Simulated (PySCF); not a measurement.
**Broadened absorption spectrum of Si(vinyl)2F2**

Si(vinyl)2F2, C4H6F2Si.
SMILES: `C=C[Si](F)(F)C=C`

Method used: PySCF, TDDFT CAM-B3LYP/def2-SVPD, vertical, gas phase, core orbitals frozen in the response. Geometry: PBE0-D3(BJ)/def2-SVP, one conformer, isolated molecule.

Computed states:

| state | E (eV) | f |
| --- | --- | --- |
| S1 | 6.37 | 0.118 |
| S2 | 6.87 | 0.354 |
| S3 | 7.02 | 0.032 |
| S4 | 7.44 | 0.148 |
| S5 | 7.71 | 0.014 |
| S6 | 7.99 | 0.114 |
| S7 | 8.10 | 0.069 |
| S8 | 8.32 | 0.041 |
| S9 | 8.42 | 0.022 |
| S10 | 8.55 | 0.0096 |

Broadening: Gaussians 0.5 eV wide at half height, area fixed by f = 4.319×10⁻⁹ ∫ε dν̃. The width is an assumption, not a result. The curve ends short of the highest state used, and states not computed would add to its high-energy end.

**Question.** What does the envelope look like, and where are its maxima?

**Answer.** 
(λ (nm), ε (L mol⁻¹ cm⁻¹)): (156.0, 10291), (158.3, 8564), (160.5, 7614), (162.7, 7945), (165.0, 8894), (167.2, 9449), (169.4, 9746), (171.6, 10798), (173.9, 13523), (176.1, 17156), (178.3, 20173), (180.5, 21073), (182.8, 19394), (185.0, 16242), (187.2, 12964), (189.4, 10474), (191.7, 8856), (193.9, 7840), (196.1, 6875), (198.4, 5672), (200.6, 4374), (202.8, 3106), (205.0, 2029), (207.3, 1192), (209.5, 663), (211.7, 343), (213.9, 166), (216.2, 73), (218.4, 31), (220.6, 13)

Maxima: 180 nm (6.88 eV), ε about 21000, made up of S2 (91%) (ε in L mol⁻¹ cm⁻¹; maxima over ε = 5, shares over 10%). At its high-energy end, 7.95 eV, the curve is still rising (ε about 10000, from S6 and S7).

**Question.** Coming from long wavelengths, where does ε first pass 100 L mol⁻¹ cm⁻¹?

**Answer.** At about 215 nm (5.76 eV), 0.61 eV below S1.

**Question.** On this curve, what absorbance would a 10⁻⁴ mol/L sample give at 193 nm over a 1 cm path?

**Answer.** 193 nm is 6.424 eV, where ε is about 8200 L mol⁻¹ cm⁻¹, so A = ε c l ≈ 0.82 (Beer–Lambert, with the gas-phase spectrum and the assumed width).

**Question.** What would ε be at 6.88 eV, the highest of these maxima, with half the width (0.25 eV)?

**Answer.** About 39700 L mol⁻¹ cm⁻¹ against 21100, a factor of about 1.9; a lone state at its own centre would give exactly 2.

All these states lie below the vertical ionisation energy of 10.38 eV (ΔSCF).

On one thread, Arm Neoverse V1 (aarch64), shared host with 64 logical CPUs at a one-minute load of 35, this took 3.2 min wall (with the writing of density and orbital grids) and 1.2 GiB of memory at its peak.
